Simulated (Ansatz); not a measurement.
```yaml
crystal:
  periodic: [false, false, false]
  atoms:
    - {symbol: N, position_ang: [1.846652, -1.377243, 0.973805]}
    - {symbol: C, position_ang: [0.997199, -0.746052, 0.520738]}
    - {symbol: Si, position_ang: [-0.355216, 0.258463, -0.200935]}
    - {symbol: Cl, position_ang: [-1.737887, -1.001747, -0.947543]}
    - {symbol: h, position_ang: [0.429857, 1.406866, -1.657698]}
    - {symbol: Cl, position_ang: [-1.138504, 1.395812, 1.265432]}
basis:
  gaussian: {orbitals: pcseg-2}
hamiltonian: {xc: {name: wPBEh}}
scf: {lower_state_search: light}
```

```sh
$ ansatz run in.yaml --threads 4 --pin off --events-out ev --progress --plain --max-ram 10444MiB
```

Output, abridged:

```
Error: YAML parse error: error: line 8 column 16: `h` is not an element symbol (H … Og, case-exact)
 6 |     - {symbol: Si, position_ang: [-0.355216, 0.258463, -0.200935]}
 7 |     - {symbol: Cl, position_ang: [-1.737887, -1.001747, -0.947543]}
 8 |     - {symbol: h, position_ang: [0.429857, 1.406866, -1.657698]}
 9 |     - {symbol: Cl, position_ang: [-1.138504, 1.395812, 1.265432]}
10 | basis:
```

**Question.** What is wrong with this run?

**Answer.** An element symbol is wrong. The program refused the input.
